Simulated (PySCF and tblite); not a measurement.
C6H8ClNO, numbered as in [CH3:1][CH:2]([CH3:3])[c:4]1[n:5][c:6]([Cl:7])[cH:8][o:9]1. Search: ETKDG and KDG, MMFF94s, GFN2-xTB, 60 starts; geometries at GFN2-xTB. Free energies are CAM-B3LYP-D3(BJ)/pcSseg-1 (IEF-PCM, tetrahydrofuran) single points with GFN2-xTB rigid-rotor and vibrational terms (modes under about 100 cm⁻¹ blended into free rotors). Symmetry numbers and mirror images are counted. Conformers within 2.5 kcal/mol (GFN2-xTB free energy) were kept, 2 at most. GIAO shieldings: CAM-B3LYP/pcSseg-1 (IEF-PCM, tetrahydrofuran). Shifts are against TMS (¹H), TMS (¹³C) at the same level. Programs: PySCF with density fitting and tblite.

Torsions listed: C1–C2–C4–O9.

Two conformers hold nearly all the population. I: -61°; δ(C4) = 180.18 ppm. II: 119°; δ(C4) = 182.82 ppm. The average over the ensemble at 298.15 K is 181.48 ppm.

(1) What populations and free-energy difference follow from a two-state model?

Answers

(1) p(I) = (181.48 − 182.82)/(180.18 − 182.82) = 0.51, so K = p(II)/p(I) = 0.97 and G(II) − G(I) = −RT ln K = 0.02 kcal/mol. The weights computed directly are 50.8 % and 49.2 %.
